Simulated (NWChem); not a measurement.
System: CH$_{5}$FOSi$_{2}$; SMILES F[Si@H]1CO[SiH2]1

NWChem input:

```
start job
memory heap 200 mb stack 900 mb global 1100 mb
geometry units angstroms noautoz
  F      0.305554     2.185160    -0.554084
  Si     0.016132     0.916810     0.429257
  C     -1.472817    -0.187546    -0.069028
  O     -0.817218    -1.463296    -0.117171
  Si     0.860684    -1.209137    -0.032078
  H     -0.008900     1.465483     1.817814
  H     -2.306945    -0.220377     0.653034
  H     -1.896041     0.078538    -1.054801
  H      1.566160    -1.447048    -1.327969
  H      1.497441    -2.061193     1.015630
end
basis spherical
  * library 3-21g
end
dft
  xc xtpss03 ctpss03
  iterations 150
  mulliken
end
task dft energy
```

NWChem printed, in part:

```
             Northwest Computational Chemistry Package (NWChem) 7.3.0
             --------------------------------------------------------

 C1  symmetry detected

                             Geometry "geometry" -> ""
                             -------------------------

 Output coordinates in angstroms (scale by  1.889725989 to convert to a.u.)

  No.       Tag          Charge          X              Y              Z
 ---- ---------------- ---------- -------------- -------------- --------------
    1 F                    9.0000     0.31600377     2.19566384    -0.48437646
    2 Si                  14.0000     0.02308895     0.89342014     0.45253261
    3 C                    6.0000    -1.44171563    -0.21225055    -0.11022765
    4 O                    8.0000    -0.76933309    -1.47792976    -0.18521914
    5 Si                  14.0000     0.90323115    -1.20661830    -0.05828729
    6 H                    1.0000    -0.03634220     1.39746246     1.85687178
    7 H                    1.0000    -2.28951302    -0.27789267     0.59344245
    8 H                    1.0000    -1.84862475     0.07988650    -1.09549338
    9 H                    1.0000     1.63718260    -1.39490549    -1.34650105
   10 H                    1.0000     1.52974053    -2.08380987     0.97475283

 Effective nuclear repulsion energy (a.u.)     297.3570258352

                                 NWChem DFT Module
                                 -----------------

 Summary of "ao basis" -> "ao basis" (spherical)
 ------------------------------------------------------------------------------
       Tag                 Description            Shells   Functions and Types
 ---------------- ------------------------------  ------  ---------------------
 F                           3-21g                   5        9   3s2p
 Si                          3-21g                   7       13   4s3p
 C                           3-21g                   5        9   3s2p
 O                           3-21g                   5        9   3s2p
 H                           3-21g                   2        2   2s

            General Information
            -------------------
          SCF calculation type: DFT
          Wavefunction type:  closed shell.
          No. of atoms     :    10
          No. of electrons :    56
           Alpha electrons :    28
            Beta electrons :    28
          Charge           :     0
          Spin multiplicity:     1
          Use of symmetry is: off; symmetry adaption is: off
          Maximum number of iterations: 150
          AO basis - number of functions:    63
                     number of shells:    39
          Convergence on energy requested:  1.00D-06
          Convergence on density requested:  1.00D-05
          Convergence on gradient requested:  5.00D-04

              XC Information
              --------------
                  TPSS metaGGA Exchange Functional  1.000
             TPSS03 metaGGA Correlation Functional  1.000

             Grid Information
             ----------------
          Grid used for XC integration:  medium
          Radial quadrature: Mura-Knowles
          Angular quadrature: Lebedev.
          Tag              B.-S. Rad. Rad. Pts. Rad. Cut. Ang. Pts.
          ---              ---------- --------- --------- ---------
          F                   0.50       49          11.0       434
          Si                  1.10       88           9.0       590
          C                   0.70       49          10.0       434
          O                   0.60       49           9.0       434
          H                   0.35       45          11.0       434
          Grid pruning is: on
          Number of quadrature shells:   548
          Spatial weights used:  Erf1

      Superposition of Atomic Density Guess
      -------------------------------------

 Sum of atomic energies:        -787.83723965

      Non-variational initial energy
      ------------------------------

 Total energy =    -789.510890
 1-e energy   =   -1684.534879
 2-e energy   =     597.666963
 HOMO         =      -0.266603
 LUMO         =       0.038290

     ---------------------------------------------
      Total Density - Mulliken Population Analysis
     ---------------------------------------------

    Atom       Charge   Shell Charges
 -----------   ------   -------------------------------------------------------
    1 F    9     9.62   1.98  0.45  2.61  1.51  3.06
    2 Si  14    12.86   2.00  1.98  5.86  0.69  1.20  0.56  0.57
    3 C    6     6.43   1.99  0.38  1.38  1.10  1.58
    4 O    8     8.95   1.99  0.43  2.25  1.45  2.82
    5 Si  14    13.21   2.00  1.98  5.86  0.70  1.28  0.63  0.77
    6 H    1     1.14   0.40  0.74
    7 H    1     0.77   0.42  0.35
    8 H    1     0.78   0.42  0.35
    9 H    1     1.13   0.40  0.73
   10 H    1     1.12   0.40  0.72

   convergence    iter        energy       DeltaE   RMS-Dens  Diis-err
 ---------------- ----- ----------------- --------- --------- ---------
 d= 0,ls=0.0,diis     1   -790.8948405920 -1.09D+03  5.18D-02  8.93D-01
 d= 0,ls=0.0,diis     2   -790.5623092352  3.33D-01  3.45D-02  4.65D+00
 d= 0,ls=0.0,diis     3   -791.0172135532 -4.55D-01  3.62D-03  1.87D-02
 d= 0,ls=0.0,diis     4   -791.0179647826 -7.51D-04  2.10D-03  9.24D-03
 d= 0,ls=0.0,diis     5   -791.0192109866 -1.25D-03  6.67D-04  1.39D-03
  Resetting Diis
 d= 0,ls=0.0,diis     6   -791.0193695016 -1.59D-04  2.19D-04  1.35D-04
 d= 0,ls=0.0,diis     7   -791.0193818083 -1.23D-05  1.26D-04  1.40D-05
 d= 0,ls=0.0,diis     8   -791.0193793449  2.46D-06  8.39D-05  4.02D-05
 d= 0,ls=0.0,diis     9   -791.0193834440 -4.10D-06  1.55D-05  8.82D-07
 d= 0,ls=0.0,diis    10   -791.0193835448 -1.01D-07  3.50D-06  3.83D-08

         Total DFT energy =     -791.019383544837
      One electron energy =    -1686.515493402995
           Coulomb energy =      666.308427502637
    Exchange-Corr. energy =      -68.169343479634
 Nuclear repulsion energy =      297.357025835156

 Numeric. integr. density =       55.999996189634

                       DFT Final Molecular Orbital Analysis
                       ------------------------------------

 Vector   26  Occ=2.000000D+00  E=-2.579357D-01
              MO Center=  1.9D-01,  3.0D-02,  5.5D-02, r^2= 3.8D+00
   Bfn.  Coefficient  Atom+Function         Bfn.  Coefficient  Atom+Function
  ----- ------------  ---------------      ----- ------------  ---------------
    48      0.290136   5 Si py               50      0.289284   5 Si s
    16      0.256539   2 Si px               28     -0.251963   3 C  s
     7     -0.240925   1 F  px               29     -0.239334   3 C  px
    52      0.239896   5 Si py                3     -0.210044   1 F  px
    25     -0.199206   3 C  px               63     -0.181537  10 H  s

 Vector   27  Occ=2.000000D+00  E=-2.396118D-01
              MO Center= -6.6D-01, -8.5D-01,  2.2D-02, r^2= 2.8D+00
   Bfn.  Coefficient  Atom+Function         Bfn.  Coefficient  Atom+Function
  ----- ------------  ---------------      ----- ------------  ---------------
    39      0.359497   4 O  py               35      0.309548   4 O  py
    38      0.276857   4 O  px               34      0.234257   4 O  px
    55      0.198261   6 H  s                37     -0.166808   4 O  s
    40     -0.160141   4 O  pz               63      0.154223  10 H  s
    57      0.149283   7 H  s                19     -0.147052   2 Si s

 Vector   28  Occ=2.000000D+00  E=-2.239131D-01
              MO Center= -6.0D-01, -1.1D+00, -2.4D-01, r^2= 2.5D+00
   Bfn.  Coefficient  Atom+Function         Bfn.  Coefficient  Atom+Function
  ----- ------------  ---------------      ----- ------------  ---------------
    40      0.493874   4 O  pz               36      0.428946   4 O  pz
    61      0.327695   9 H  s                63     -0.218388  10 H  s
    59      0.213305   8 H  s                53      0.201846   5 Si pz
    55      0.188562   6 H  s                58      0.140715   8 H  s
    27     -0.134761   3 C  pz               57     -0.121724   7 H  s

 Vector   29  Occ=0.000000D+00  E=-3.327726D-02
              MO Center=  4.6D-01, -5.4D-01,  1.3D-01, r^2= 4.8D+00
   Bfn.  Coefficient  Atom+Function         Bfn.  Coefficient  Atom+Function
  ----- ------------  ---------------      ----- ------------  ---------------
    52      0.733172   5 Si py               21      0.640742   2 Si py
    50      0.620959   5 Si s                19     -0.608187   2 Si s
    37      0.532035   4 O  s                51      0.442971   5 Si px
    61     -0.306484   9 H  s                20     -0.265560   2 Si px
    30      0.249197   3 C  py               17      0.227078   2 Si py

 Vector   30  Occ=0.000000D+00  E=-1.548450D-02
              MO Center=  4.7D-01,  3.2D-01,  2.0D-01, r^2= 4.2D+00
   Bfn.  Coefficient  Atom+Function         Bfn.  Coefficient  Atom+Function
  ----- ------------  ---------------      ----- ------------  ---------------
    20     -0.462036   2 Si px               53      0.457951   5 Si pz
    22      0.441121   2 Si pz                6      0.423772   1 F  s
    63     -0.413492  10 H  s                19     -0.362865   2 Si s
    61      0.283390   9 H  s                21     -0.263984   2 Si py
    50      0.256639   5 Si s                 8     -0.241901   1 F  py

 Vector   31  Occ=0.000000D+00  E= 7.645976D-03
              MO Center=  3.8D-01,  6.9D-02,  1.1D-01, r^2= 4.8D+00
   Bfn.  Coefficient  Atom+Function         Bfn.  Coefficient  Atom+Function
  ----- ------------  ---------------      ----- ------------  ---------------
    28      0.700345   3 C  s                20      0.693469   2 Si px
    51      0.689194   5 Si px               52     -0.525200   5 Si py
    50     -0.504391   5 Si s                19      0.444541   2 Si s
    55     -0.427589   6 H  s                37      0.384539   4 O  s
    63     -0.378239  10 H  s                22      0.330280   2 Si pz

[...]
```

Level: TPSS/3-21G. The geometry was optimised at PBE0/def2-SVP.
